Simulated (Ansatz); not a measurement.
Coupled-cluster run, BGeH₅O₃, SMILES `OB(O)[O][GeH3]`.

```yaml
crystal:
  periodic: [false, false, false]
  atoms:
    - {symbol: O, position_ang: [-1.031395, -0.356389, -1.201080]}
    - {symbol: B, position_ang: [0.307896, -0.156094, -0.991083]}
    - {symbol: O, position_ang: [1.168994, -0.252864, -2.051797]}
    - {symbol: O, position_ang: [0.760880, 0.133527, 0.256400]}
    - {symbol: Ge, position_ang: [-0.306210, 0.275724, 1.689773]}
    - {symbol: H, position_ang: [-1.233454, -0.553669, -2.117972]}
    - {symbol: H, position_ang: [2.077141, -0.093841, -1.786113]}
    - {symbol: H, position_ang: [-1.310185, 1.411102, 1.451393]}
    - {symbol: H, position_ang: [-1.010294, -1.067752, 1.920546]}
    - {symbol: H, position_ang: [0.659729, 0.609054, 2.833033]}
basis:
  gaussian: {orbitals: def2-TZVPP}
correlation: {method: ccsd_t}
output: {orbitals: {seedname: orbitals}}
```

```sh
$ ansatz run in.yaml --threads 4 --pin off --events-out ev --progress --plain
```

The program prints (abridged):

```
Functional definition: HF
  name "HF"
  cite "Fock, Z. Phys. 61, 126 (1930) doi:10.1007/BF01340294"
  parent pbe
  exchange = exact_x
  correlation = 0
1517 factors; integrals over basis functions are off by at most 8.3e-4 eV
mean field evaluation 1: about -63338.8866 eV, gradient 5.4e1 eV
mean field evaluation 2: about -63339.1031 eV, gradient 5.4e1 eV
mean field evaluation 4: about -63344.2345 eV, gradient 3.6e0 eV
mean field evaluation 8: about -63344.2878 eV, gradient 3.1e-1 eV
mean field -63344.28802026 eV, -2327.8596484438 hartree, gradient 2.7e-6 eV, S^2 0.000000; 0 other end points of the search recorded, 0 dependent functions left out
13 core orbitals not correlated: weight in the atoms' cores, before any rotation towards them, 1.000 or more for the frozen orbitals, at most 0.000 for the correlated occupied ones
reference -63344.28802026 eV, -2327.8596484438 hartree; 20, 20 occupied and 209, 209 virtual orbitals, 1517 factors
second order -29.02488193 eV of doubles, -0.00000000 eV of singles
cycle   1  -28.67299093 eV  change    3.5e-1 eV  update   1.2e-1
cycle   2  -29.40704735 eV  change   -7.3e-1 eV  update   3.3e-2
cycle   3  -29.54794646 eV  change   -1.4e-1 eV  update   1.6e-2
cycle   4  -29.52629022 eV  change    2.2e-2 eV  update   3.5e-3
cycle   5  -29.52471280 eV  change    1.6e-3 eV  update   1.5e-3
cycle   6  -29.52563429 eV  change   -9.2e-4 eV  update   4.1e-4
cycle   7  -29.52539553 eV  change    2.4e-4 eV  update   1.4e-4
cycle   8  -29.52532162 eV  change    7.4e-5 eV  update   4.7e-5
cycle   9  -29.52532906 eV  change   -7.4e-6 eV  update   2.0e-5
perturbative correction -1.04582237 eV, -0.0384332632 hartree
Total energy: -63374.85917169 eV, -2328.9831175371 hartree
```

Hardware: 4 threads of a server CPU on a shared host. Wall time 63 s, peak host memory 5.2 GiB.

The correlation energy is -30.571 eV, 3.4 % of it from (T); the T1 diagnostic reads 0.0121.
